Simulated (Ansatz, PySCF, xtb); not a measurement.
The molecule Cl$_{2}$-, multiplicity 2 (lowest of 2S+1 = 2, 4 at CCSD(T)/def2-TZVPP on PBE0 minima; our sources give no spin for the ground state, which may be another).

Seven points along R, fitted to fifth degree in 1/R; most abundant isotopes. In def2 and cc sets the state is the lowest found near the PBE0 minimum, followed along R.

Correlated levels freeze the cores. CBS: X⁻³ extrapolation of the correlation energy, Hartree–Fock from the larger set. Rows in STO-3G carry no dispersion term and start afresh at each structure.

Run with Ansatz (a program for electronic structure); PySCF for STO-3G rows; xtb for the GFN methods. Each number belongs to the level named beside it. The GFN methods have no spin term and hold the electronic entropy of 300 K.

| level | r_e (Å) | ω_e (cm⁻¹) | ω_e x_e (cm⁻¹) |
|---|---|---|---|
| GFN1-xTB | 2.586 | 282 | 4.5 |
| HF/STO-3G | 2.536 | 355 | 2.0 |
| SVWN5/def2-TZVPP | 2.602 | 234 | 2.3 |
| B3LYP/def2-TZVPP | 2.714 | 203 | 2.2 |
| PBE0/def2-TZVPP | 2.639 | 227 | 2.2 |
| wB97M-V/def2-TZVPP | 2.622 | 248 | 1.7 |
| B2PLYP/def2-TZVPP | 2.648 | [?] | 2.0 |
| CCSD(T)/CBS(aug-cc-pV(T+d)Z, aug-cc-pV(Q+d)Z) | [?] | [?] | 1.7 |

Task: Complete the blanks.

Result: 
- CCSD(T)/CBS(aug-cc-pV(T+d)Z, aug-cc-pV(Q+d)Z), r_e (Å): 2.574
- CCSD(T)/CBS(aug-cc-pV(T+d)Z, aug-cc-pV(Q+d)Z), ω_e (cm⁻¹): 264
- B2PLYP/def2-TZVPP, ω_e (cm⁻¹): 233

Doubts at one or more of the structures used: other coupled-cluster roots lie near (CCSD(T)/CBS(aug-cc-pV(T+d)Z, aug-cc-pV(Q+d)Z)).
